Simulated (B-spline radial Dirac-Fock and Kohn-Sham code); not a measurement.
**Diagram lines of Co**

System: the Co atom in the configuration 1s2 2s2 2p6 3s2 3p6 3d7 4s1 4p1 (an excited configuration).

These are calculated numbers from a radial atomic solver; the model is Dirac-Fock energy differences between relaxed states, corrected for Breit and QED terms. A line energy is the difference of two single-hole energies; the list is a selection of electric-dipole transitions between resolved j subshells. No correlation.

```
       line  energy (eV)  wavelength (Å)
 Kβ1 (K-M3)       7646.6          1.6214
 Kβ3 (K-M2)       7644.8          1.6218
 Kα1 (K-L3)       6928.3          1.7895
 Kα2 (K-L2)       6913.9          1.7933
Lβ3 (L1-M3)        866.8          14.304
Lβ4 (L1-M2)        865.0          14.334
Lγ5 (L2-N1)        801.3          15.474
Lβ6 (L3-N1)        786.8          15.758
```
